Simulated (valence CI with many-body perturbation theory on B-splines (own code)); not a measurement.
Forbidden lines of Pr³⁵⁺

Calculated by configuration interaction combined with many-body perturbation theory (CI+MBPT): six valence electrons over a frozen Dirac-Fock core [Ar], a basis of 7 s, 7 p, 8 d, 6 f, 4 g, 1 h functions for each j, with the one-electron correlation potential Σ1, the two-electron term Σ2, the three-electron term Σ3, Breit, model QED; selected CI, second order for the rest, scaled by the run's own slope (own B-spline code, finite nucleus).

No measured spectrum was set against this ion. As an estimate, large intervals hold to a few tenths of a per cent, small ones and those within an open d or f shell to about a per cent. Core correlation moves these levels by up to 6800 cm⁻¹, and in measured spectra 5 to 20 % of such shifts remained as error; rates that hang on mixing are uncertain with them. Among the levels kept, up to 1000 cm⁻¹ of a level comes from second order outside the variational space, and about a tenth of that is noise between levels of different J, which matters for small intervals. Only levels of the ground parity were solved; by the run's estimate the other parity begins above the list, which can be wrong where configurations are misplaced.

Lines 51 to 100 of 120 in falling wavelength, among levels below 893090 cm⁻¹, chosen from the decays that carry over 1 % of a level's rate. Wavelengths and rates use the calculated energies. Electric multipoles are in the length gauge, E1 and E2 with the static RPA response of the core. S is in atomic units (e²a₀⁴ for E2 and M2, e²a₀⁶ for E3), for M1 in squared Bohr magnetons. Weak lines are less certain than strong ones. Lines between different terms over intervals too small for the method are left out, as are lines whose strength nearly cancels. The highest levels of a list are the least certain.

Levels are named by their leading jj configuration (3d3/2^4 stands for four electrons in 3d with j = 3/2), which in mixed levels can hold well under half, so a name can repeat and another be missing. Letters in brackets count levels of one name in rising energy.

| λ vac (Å) | Upper | Lower | Type | A (s⁻¹) | S (a.u.) |
| --- | --- | --- | --- | --- | --- |
| 552.6 | (3d3/2^2 3d5/2^4) J=5 | (3d3/2^3 3d5/2^3) J=5 | M1 | 3.25e+04 | 2.24e+00 |
| 545.2 | (3d3/2^2 3d5/2^4) J=2 [d] | (3d3/2^3 3d5/2^3) J=3 [c] | M1 | 5.31e+04 | 1.59e+00 |
| 535.0 | (3d3/2^2 3d5/2^4) J=0 [a] | (3d3/2^3 3d5/2^3) J=1 [a] | M1 | 2.55e+05 | 1.45e+00 |
| 519.0 | (3d3/2^2 3d5/2^4) J=2 [d] | (3d3/2^2 3d5/2^4) J=2 [b] | M1 | 1.91e+04 | 4.96e-01 |
| 515.5 | (3d3/2 3d5/2^5) J=2 | (3d3/2^2 3d5/2^4) J=2 [c] | M1 | 6.01e+04 | 1.53e+00 |
| 511.9 | (3d3/2 3d5/2^5) J=1 | (3d3/2^2 3d5/2^4) J=0 [a] | M1 | 7.84e+04 | 1.17e+00 |
| 501.5 | (3d3/2^2 3d5/2^4) J=4 [c] | (3d3/2^3 3d5/2^3) J=3 [c] | M1 | 5.16e+04 | 2.17e+00 |
| 500.9 | (3d3/2^2 3d5/2^4) J=2 [b] | (3d3/2^3 3d5/2^3) J=3 [a] | M1 | 9.97e+04 | 2.32e+00 |
| 492.7 | (3d3/2^2 3d5/2^4) J=4 [a] | (3d3/2^3 3d5/2^3) J=4 [a] | M1 | 1.59e+05 | 6.34e+00 |
| 491.6 | (3d3/2^3 3d5/2^3) J=2 | (3d3/2^4 3d5/2^2) J=2 | M1 | 7.01e+04 | 1.54e+00 |
| 488.8 | (3d3/2^2 3d5/2^4) J=6 | (3d3/2^3 3d5/2^3) J=6 | M1 | 5.30e+04 | 2.99e+00 |
| 488.3 | (3d3/2 3d5/2^5) J=2 | (3d3/2^2 3d5/2^4) J=1 | M1 | 7.49e+04 | 1.62e+00 |
| 487.9 | (3d3/2^2 3d5/2^4) J=6 | (3d3/2^3 3d5/2^3) J=5 | M1 | 2.22e+04 | 1.24e+00 |
| 487.7 | (3d3/2 3d5/2^5) J=3 | (3d3/2^2 3d5/2^4) J=4 [b] | M1 | 2.64e+04 | 7.96e-01 |
| 484.4 | (3d3/2^3 3d5/2^3) J=1 [b] | (3d3/2^4 3d5/2^2) J=0 | M1 | 4.09e+04 | 5.17e-01 |
| 478.7 | (3d3/2 3d5/2^5) J=1 | (3d3/2^2 3d5/2^4) J=2 [b] | M1 | 2.14e+05 | 2.61e+00 |
| 478.2 | (3d3/2^3 3d5/2^3) J=3 [b] | (3d3/2^4 3d5/2^2) J=2 | M1 | 9.61e+03 | 2.73e-01 |
| 477.3 | (3d3/2^2 3d5/2^4) J=2 [d] | (3d3/2^3 3d5/2^3) J=1 [b] | M1 | 3.35e+04 | 6.74e-01 |
| 474.4 | (3d3/2 3d5/2^5) J=4 | (3d3/2^2 3d5/2^4) J=3 [b] | M1 | 5.46e+04 | 1.94e+00 |
| 470.7 | (3d3/2^3 3d5/2^3) J=5 | (3d3/2^4 3d5/2^2) J=4 | M1 | 1.91e+04 | 8.13e-01 |
| 470.0 | (3d3/2^3 3d5/2^3) J=6 | (3d3/2^4 3d5/2^2) J=4 | E2 | 2.19e-01 | 5.84e-05 |
| 466.6 | (3d3/2^2 3d5/2^4) J=1 | (3d3/2^3 3d5/2^3) J=2 | M1 | 1.90e+04 | 2.14e-01 |
| 459.2 | (3d3/2^2 3d5/2^4) J=4 [b] | (3d3/2^3 3d5/2^3) J=3 [b] | M1 | 2.18e+04 | 7.04e-01 |
| 455.8 | (3d3/2^2 3d5/2^4) J=2 [c] | (3d3/2^3 3d5/2^3) J=3 [b] | M1 | 3.39e+04 | 5.95e-01 |
| 444.7 | (3d3/2^2 3d5/2^4) J=5 | (3d3/2^3 3d5/2^3) J=4 [a] | M1 | 4.77e+03 | 1.71e-01 |
| 444.2 | (3d3/2^2 3d5/2^4) J=2 [c] | (3d3/2^3 3d5/2^3) J=2 | M1 | 5.46e+04 | 8.87e-01 |
| 441.4 | (3d3/2 3d5/2^5) J=1 | (3d3/2^3 3d5/2^3) J=0 | M1 | 1.84e+04 | 1.76e-01 |
| 436.0 | (3d3/2^2 3d5/2^4) J=4 [a] | (3d3/2^3 3d5/2^3) J=3 [a] | M1 | 4.68e+03 | 1.29e-01 |
| 435.9 | (3d3/2^2 3d5/2^4) J=3 [a] | (3d3/2^3 3d5/2^3) J=4 [a] | M1 | 6.51e+04 | 1.40e+00 |
| 435.7 | (3d3/2^2 3d5/2^4) J=2 [d] | (3d3/2^2 3d5/2^4) J=2 [a] | M1 | 5.14e+04 | 7.88e-01 |
| 434.7 | (3d3/2^2 3d5/2^4) J=4 [c] | (3d3/2^3 3d5/2^3) J=4 [b] | M1 | 4.58e+04 | 1.26e+00 |
| 417.2 | (3d3/2 3d5/2^5) J=4 | (3d3/2^2 3d5/2^4) J=3 [a] | M1 | 6.00e+03 | 1.45e-01 |
| 409.5 | (3d3/2 3d5/2^5) J=4 | (3d3/2^2 3d5/2^4) J=5 | M1 | 1.07e+05 | 2.44e+00 |
| 406.9 | (3d3/2 3d5/2^5) J=1 | (3d3/2^2 3d5/2^4) J=2 [a] | M1 | 2.02e+05 | 1.51e+00 |
| 403.4 | (3d3/2 3d5/2^5) J=3 | (3d3/2^2 3d5/2^4) J=3 [b] | M1 | 5.31e+04 | 9.04e-01 |
| 397.0 | (3d3/2^3 3d5/2^3) J=3 [b] | (3d3/2^4 3d5/2^2) J=4 | M1 | 4.93e+04 | 8.00e-01 |
| 390.9 | (3d3/2^2 3d5/2^4) J=3 [a] | (3d3/2^3 3d5/2^3) J=3 [a] | M1 | 8.89e+04 | 1.38e+00 |
| 388.8 | (3d3/2^2 3d5/2^4) J=4 [b] | (3d3/2^3 3d5/2^3) J=5 | M1 | 7.41e+04 | 1.45e+00 |
| 387.2 | (3d3/2^2 3d5/2^4) J=3 [b] | (3d3/2^3 3d5/2^3) J=4 [a] | M1 | 2.32e+04 | 3.50e-01 |
| 381.4 | (3d3/2^2 3d5/2^4) J=2 [a] | (3d3/2^4 3d5/2^2) J=2 | M1 | 5.69e+03 | 5.86e-02 |
| 375.8 | (3d3/2 3d5/2^5) J=4 | (3d3/2^2 3d5/2^4) J=4 [a] | M1 | 1.72e+05 | 3.04e+00 |
| 374.0 | (3d3/2 3d5/2^5) J=2 | (3d3/2^2 3d5/2^4) J=3 [a] | M1 | 1.08e+05 | 1.04e+00 |
| 361.3 | (3d3/2 3d5/2^5) J=3 | (3d3/2^2 3d5/2^4) J=3 [a] | M1 | 1.06e+05 | 1.30e+00 |
| 354.4 | (3d3/2^3 3d5/2^3) J=1 [b] | (3d3/2^4 3d5/2^2) J=2 | M1 | 1.15e+04 | 5.70e-02 |
| 353.9 | (3d3/2^2 3d5/2^4) J=2 [d] | (3d3/2^3 3d5/2^3) J=3 [b] | M1 | 1.31e+04 | 1.08e-01 |
| 348.9 | (3d3/2 3d5/2^5) J=4 | (3d3/2^3 3d5/2^3) J=3 [c] | M1 | 5.75e+03 | 8.15e-02 |
| 346.9 | (3d3/2^2 3d5/2^4) J=2 [d] | (3d3/2^3 3d5/2^3) J=2 | M1 | 1.60e+04 | 1.24e-01 |
| 342.4 | (3d3/2^2 3d5/2^4) J=1 | (3d3/2^3 3d5/2^3) J=1 [a] | M1 | 5.69e+04 | 2.54e-01 |
| 334.5 | (3d3/2^2 3d5/2^4) J=2 [b] | (3d3/2^4 3d5/2^2) J=2 | M1 | 1.62e+04 | 1.12e-01 |
| 329.8 | (3d3/2 3d5/2^5) J=3 | (3d3/2^2 3d5/2^4) J=4 [a] | M1 | 3.17e+04 | 2.95e-01 |
